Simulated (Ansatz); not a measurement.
Reaction (cleavage of the B–Si bond): `B[SiH2]C(F)Cl` + `OBF` → `BOBF` + `FC([SiH3])Cl`

Program: Ansatz. Geometries: PBE0-D4/def2-TZVP. ΔE: electronic, gas phase. CCSD(T)/CBS adds triple-zeta CCSD(T) − MP2 to the extrapolated MP2 energy (def2 sets, frozen cores). This one scheme is used for every species. DFT in def2-TZVPP. B3LYP here is the variant with VWN-RPA as its local correlation; programs differ in this. One conformer a species, not always the lowest.

| level | ΔE (kJ/mol) | difference from CCSD(T)/CBS |
| --- | --- | --- |
| PBE0-D4 | -127.1 | 8.4 |
| B3LYP-D4 | -137.5 | -2.0 |
| ωB97X-V | -134.0 | 1.5 |
| ωB97M-V | -138.6 | -3.1 |
| PBE | -124.2 | 11.3 |
| PBE0 | -128.4 | 7.1 |
| HF/def2-TZVPP | -151.9 | -16.4 |
| MP2/def2-TZVPP | -141.3 | -5.8 |
| SCS-MP2/def2-TZVPP | -142.9 | -7.4 |
| CCSD/def2-TZVPP | -136.5 | -1.0 |
| HF/def2-QZVPP | -153.5 | -18.0 |
| MP2/def2-QZVPP | -141.8 | -6.3 |
| SCS-MP2/def2-QZVPP | -143.3 | -7.8 |
| HF/CBS(def2) | -153.8 | -18.3 |
| MP2/CBS(def2) | -141.2 | -5.7 |
| CCSD/CBS(def2) | -136.4 | -0.9 |
| CCSD(T)/CBS | -135.5 | 0 |

Largest T1 diagnostic among the species: 0.013.

From PBE to PBE0 (25 % exact exchange), in def2-TZVPP and without D4, ΔE moves by −4.2 kJ/mol. In def2-TZVPP, CCSD(T) changes the Hartree–Fock value by +16.3 kJ/mol (the triples alone add +0.9 kJ/mol) and MP2 by +10.5 kJ/mol.
